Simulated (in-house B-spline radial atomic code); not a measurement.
Radial electron density of Tc⁹⁺, [Ar] 3d10 4s2 4p4. Computed with a B-spline radial code for spherical atoms: Dirac-Kohn-Sham B97-1, spherical fractional occupations, exact exchange averaged over the configuration, Fermi nucleus of rms radius 4.41117 fm.

Columns: r (bohr), 4πr²n(r) (electrons per bohr), bar.

```
 0.00146    1.791 #
 0.00177    2.514 ##
 0.00214    3.492 ##
  0.0026    4.858 ###
 0.00314    6.636 ####
  0.0038    9.008 ######
  0.0046    12.09 ########
 0.00557    15.99 ###########
 0.00675    20.82 ##############
 0.00817    26.49 #################
 0.00989    32.87 ######################
   0.012    39.65 ##########################
  0.0145    45.98 ##############################
  0.0175    51.14 ##################################
  0.0212    54.35 ####################################
  0.0257    54.85 ####################################
  0.0311    52.76 ###################################
  0.0376    49.33 ################################
  0.0456    46.73 ###############################
  0.0552    47.55 ###############################
  0.0668    52.83 ###################################
  0.0808    60.78 ########################################
  0.0979    66.89 ############################################
   0.118    66.35 ############################################
   0.143    58.19 ######################################
   0.174    47.33 ###############################
    0.21    42.36 ############################
   0.254    45.61 ##############################
   0.308    51.24 ##################################
   0.373    49.69 #################################
   0.451    38.38 #########################
   0.546    23.69 ################
   0.661     13.8 #########
     0.8    10.28 #######
   0.969    8.883 ######
    1.17    6.321 ####
    1.42    3.061 ##
    1.72   0.9591 #
    2.08   0.1844 
    2.52  0.01918 
    3.05 0.0009953 
    3.69 2.296e-05
```

On this grid the curve has 3 maxima, near 0.0257, 0.0979, 0.308 bohr.

The 4p3/2 radial function P(r) = rR(r), positive near the nucleus, with its small component Q(r) (sign convention: Q ≈ (P' + κP/r)/2c):

| r (bohr) | P | Q |
| --- | --- | --- |
| 0.00177 | 0.001324 | -0.0001041 |
| 0.0026 | 0.00278 | -0.0002191 |
| 0.0038 | 0.005734 | -0.0004533 |
| 0.00557 | 0.01175 | -0.0009306 |
| 0.00817 | 0.02366 | -0.001878 |
| 0.012 | 0.04654 | -0.003703 |
| 0.0175 | 0.08699 | -0.006955 |
| 0.0257 | 0.1553 | -0.01254 |
| 0.0376 | 0.2526 | -0.02082 |
| 0.0552 | 0.3596 | -0.03106 |
| 0.0808 | 0.4037 | -0.03911 |
| 0.118 | 0.2669 | -0.03774 |
| 0.174 | -0.1267 | -0.02072 |
| 0.254 | -0.5518 | 0.004902 |
| 0.373 | -0.524 | 0.02046 |
| 0.546 | 0.1941 | 0.01366 |
| 0.8 | 1.001 | -0.003014 |
| 1.17 | 1.031 | -0.009891 |
| 1.72 | 0.4346 | -0.005041 |
| 2.52 | 0.06581 | -0.0008203 |
| 3.69 | 0.002416 | -3.108e-05 |
